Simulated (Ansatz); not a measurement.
`[NH2][W]([NH2])(=[O])=[O]` + H–F → `[NH2][W](=[O])(=[O])[F]` + NH₃ at 700 K and 1 bar (ligand exchange at a W–N bond).

Isolated molecules relaxed with PBE0-D4/def2-TZVP in Ansatz; ΔE leaves out vibrations. CCSD(T)/CBS adds triple-zeta CCSD(T) − MP2 to the extrapolated MP2 energy (def2 sets, frozen cores). This one scheme is used for every species. Elements past krypton have def2 core potentials. For W outer-core shells are correlated without core-valence functions, which leaves a few kJ/mol of doubt a bond. One conformer a species, not always the lowest.

| species | CCSD(T)/CBS energy (Eh) | H − E (kJ/mol) | S (J/(mol·K)) |
| --- | --- | --- | --- |
| `[NH2][W]([NH2])(=[O])=[O]` | -329.28204 | 227.4 | 464.0 |
| H–F | -100.39570 | 45.2 | 198.5 |
| `[NH2][W](=[O])(=[O])[F]` | -373.18891 | 155.2 | 432.9 |
| NH₃ | -56.50880 | 116.9 | 226.5 |

H − E and S are ideal-gas, rigid-rotor, harmonic terms from PBE0-D4/def2-TZVP, for one conformer and one mirror image of each species. 1 Eh = 2625.50 kJ/mol, R = 8.31446 J/(mol·K).

Task: By hand: ΔE, ΔH, ΔS and ΔG.

Result: ΔE = (-373.18891) + (-56.50880) − (-329.28204) − (-100.39570) = -0.01997 Eh = -52.4 kJ/mol. Δ(H − E) = 155.2 + 116.9 − 227.4 − 45.2 = -0.5, so ΔH = -52.9 kJ/mol. ΔS = 432.9 + 226.5 − 464.0 − 198.5 = -3.1 J/(mol·K). ΔG = -52.9 − 700 × (-3.1)/1000 = -50.7 kJ/mol.

Task: By hand: the equilibrium constant, and the temperature at which ΔG would vanish if ΔH and ΔS stayed fixed.

Result: log₁₀ K = −ΔG/(RT ln 10) = 3.8. ΔG = 0 at ΔH/ΔS = 17065 K, far beyond where these terms or the molecules hold.

The number of gas molecules stays the same, so ΔS is small and ΔH decides. A doubt of 5 kJ/mol in ΔE shifts log₁₀ K by 0.4 here. Other conformers and mirror images would add mixing entropy, several J/(mol·K) or more a flexible species. These are equilibria of isolated gas molecules and say nothing of rates. Largest T1 diagnostic: 0.022 (customary marks: 0.02 for closed shells, 0.045 for open ones).
